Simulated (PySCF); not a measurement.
# Ionisation energy of Co(2+) by level of theory

Co(2+) [Ar] 3d7 (4F) → Co(3+) [Ar] 3d6 (5D), as a difference of total energies. Computed with PySCF 2.14 in aug-cc-pVTZ, with no relativity, point nucleus. Correlated levels: valence: [Ar] frozen. The calculations carry no spin-orbit coupling.

| method | ionisation energy (eV) |
| --- | --- |
| UHF | 31.448 |
| LDA | 34.617 |
| PBE | 34.370 |
| PBE0 | 33.928 |
| r2SCAN | 33.995 |
| B3LYP | 34.286 |
| wB97X | 33.836 |
| M06 | 33.455 |
| B97-3 | 33.949 |
| MP2 (valence) | 33.306 |
| SCS-MP2 (valence) | 33.406 |

Problem. How much does correlation contribute at MP2 (valence)?

Solution. 33.306 − (31.448) = 1.858 eV, measured against UHF.

A first-order spin-orbit estimate (lowest level to lowest level, LS coupling) adds 0.026 eV.

These non-relativistic numbers lack the scalar-relativistic shift.

Errors of the correlated levels include the incompleteness of this basis and the frozen core.

For comparison: 33.5 ± 0.06 eV (semi-empirical (NIST evaluation); NIST Atomic Spectra Database, ionization energies).
